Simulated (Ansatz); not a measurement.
Geometry optimisation, Ansatz 0.2.0, RKS B3LYP-D4/def2-SVP.

The input (input.yaml):

```yaml
crystal:
  periodic: [false, false, false]
  atoms:
    - { symbol: Ga, position_ang: [0.023669, -0.229523, 0.156589] }
    - { symbol: H, position_ang: [0.629316, -0.59869, 1.530975] }
    - { symbol: O, position_ang: [1.708272, -0.027481, -0.388959] }
    - { symbol: H, position_ang: [2.262694, -0.2993, 0.352044] }
    - { symbol: "N", position_ang: [-1.455433, 0.078479, -0.814311] }
    - { symbol: H, position_ang: [-2.38981, -0.174442, -0.512453] }
    - { symbol: H, position_ang: [-1.416508, 0.299057, -1.805384] }
basis:
  gaussian: { orbitals: def2-SVP }
hamiltonian:
  xc: b3lyp
  dispersion: d4
relax:
  f_tol: 0.03
  max_steps: 50
output:
  orbitals: {}
```

Launched with:

```bash
$ ansatz run input.yaml --threads 1 --pin off --max-ram 2048MiB --backend cpu --events-out ev --progress --plain --runs-dir out
```

Task: Where does it end, and by what steps?

Result: The forces met the threshold. After 7 steps the energy has fallen by 0.702 eV; H2 moved furthest, 0.66 Å.

```
step  energy less start (eV)  largest force component (eV/Å)  accepted
   0                  0.0000                           1.501       yes
   1                 -0.3777                           0.863       yes
   2                 -0.5736                           0.450       yes
   3                 -0.6462                           0.573       yes
   4                 -0.6692                           0.731       yes
   5                 -0.6998                           0.421       yes
   6                 -0.5677                           2.657        no
   7                 -0.7020                           0.027       yes
```

```xyz
7
Properties=species:S:1:pos:R:3
Ga 0.109 -0.276 0.301
H 0.031 -0.702 1.797
O 1.654 0.002 -0.573
H 2.444 -0.139 -0.039
N -1.329 -0.006 -0.764
H -2.294 -0.106 -0.469
H -1.252 0.275 -1.736
```

Whether the end is a true minimum wasn't checked by a vibrational analysis.

Run time: 29 s on 1 thread of Intel(R) Xeon(R) Platinum 8488C (Sapphire Rapids), with other jobs on the host, peak memory 0.17 GiB.
